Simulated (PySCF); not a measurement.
C₃H₄BF₃, SMILES C/C(=C/F)B(F)F.

Coordinates come from a ωB97X-D3(BJ)/def2-SVP optimisation. The structure was generated by enumeration; whether it is a known compound was not checked. One conformer was computed; it need not be the lowest.

Vertical ionisation energy (IE) and electron affinity (EA) in eV. Rows of orbital energies are one-electron estimates. Where ΔSCF, EOM or ADC give a negative EA the extra electron is unbound and the value depends on the basis.

```
level                                          IE    EA
-------------------------------------------  ----  ----
−ε(HOMO), −ε(LUMO), B3LYP/def2-TZVP (PySCF)  7.64  1.53
−ε(HOMO), −ε(LUMO), PBE/def2-TZVP (PySCF)    6.63  2.22
```
